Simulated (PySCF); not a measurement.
Identify the compound

Molecular formula: C5H13BSSi. Simulated spectra:

¹H NMR (400 MHz, computed): δ 4.24 (s, 3H), 1.34 (m, 4H), 1.32 (m, 2H), 0.96 (m, 4H).

¹³C{¹H} NMR (computed): δ 26.0, 23.0, 22.8.

Calculated, not measured (PySCF 2.14.0 with density-fitted response routines): σ from GIAO-HF/pcSseg-1, structure optimised with PBE0-D3(BJ)/def2-SVP. Equivalent nuclei averaged, a single conformation, gas phase, non-relativistic.

Chemical shifts δ = σref − σ; TMS for ¹H (31.69 ppm), ¹³C (190.85 ppm), all at this level.

Task: Deduce the structure.

Result: 
3 carbon signals for 5 carbons: some carbons are equivalent by symmetry or fast rotation. Carbon types of the structure: 5 × CH2, leaving 3 H on heteroatoms. δC 26.0, 23.0: sp3 CH2 in a ring; aliphatic region, no heteroatom directly attached. δC 22.8: sp3 CH2 bonded to B. δH 4.24: hydrogen on a silicon bonded to S. δH 1.34, 1.32: hydrogen on an sp3 CH2 in a ring. δH 0.96: hydrogen on an sp3 CH2 bonded to B.

These data were computed for SMILES [SiH3]SB1CCCCC1.

The shifts were computed for this structure.

A carbon bonded to boron is broadened by the quadrupolar boron nucleus and is often missing from a measured spectrum. Shifts are as computed. Against solution values, carbons near 30 ppm lie about -0 ppm off and those near 130 ppm about +7 ppm. Of 1211 compounds with measured shifts, 218 miss one by over three times the rms of a fit or turn the order of signals round; such compounds aren't used in these exercises. No couplings were computed; multiplicities are counted from neighbouring protons, with m where these are inequivalent, close in shift, in a saturated or five-membered ring or joined by F or P, and br s for small geminal =CH2 splittings.
